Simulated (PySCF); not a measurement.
## Re³⁺ (rhenium, charge +3): wB97X calculation

Configuration: [Xe] 4f14 5d4, high-spin 5D determinant. All numbers are calculated (PySCF 2.14, scalar relativity by spin-free X2C-1e, in x2c-TZVPPall (11s7p7d3f1g, 97 functions)).

| Item | Value |
| --- | --- |
| Total energy | -16692.50 hartree |
| One-electron energy | -22814.27 hartree |
| Hartree (Coulomb) energy | 6458.51 hartree |
| Exchange-correlation energy | -336.73 hartree |
| ⟨S²⟩ | 6.0014 |
| ⟨L²⟩ | 6.006 |
| Sum of ⟨r⟩ | 36.64 bohr |
| Sum of ⟨r²⟩ | 36.25 bohr² |
| Traceless quadrupole moment −½Σ⟨3z² − r²⟩ along its main axis | -0.818 e·bohr² |
| Langevin diamagnetic susceptibility | -28.7 ×10⁻⁶ cm³/mol |
| Time after the integrals | of the order of 16 core-seconds |

```csv
shell,electrons,mean orbital energy (hartree),spread (hartree),"rms radius, mean of both spins (bohr)"
1s β,1,-2629.55245,0,0.0204
1s α,1,-2629.55220,0,0.0204
2s α,1,-457.83003,0,0.0824
2s β,1,-457.82002,0,0.0824
2p α,3,-401.11656,0.00257,0.0750
2p β,3,-401.10797,0.00484,0.0750
3s α,1,-107.37405,0,0.211
3s β,1,-107.37101,0,0.211
3p α,3,-90.52026,0.00789,0.212
3p β,3,-90.51670,0.00914,0.212
3d α,5,-70.73441,0.00690,0.194
3d β,5,-70.72689,0.00991,0.194
4s α,1,-23.57872,0,0.468
4s β,1,-23.56974,0,0.468
4p α,3,-18.00266,0.01662,0.499
4p β,3,-17.99471,0.01935,0.499
4d α,5,-10.81942,0.01587,0.538
4d β,5,-10.80937,0.02366,0.538
5s α,1,-4.47625,0,1.10
5s β,1,-4.38557,0,1.10
5p α,3,-3.05895,0.01086,1.26
5p β,3,-2.93197,0.04401,1.26
4f α,7,-2.90201,0.01913,0.659
4f β,7,-2.88478,0.02745,0.659
5d α,4,-1.39880,0.03290,1.78
```

Spin-orbit coupling, absent here, splits the open shell strongly.

Densities and radii are taken from the X2C orbitals without a picture-change correction, which distorts them close to the nucleus.
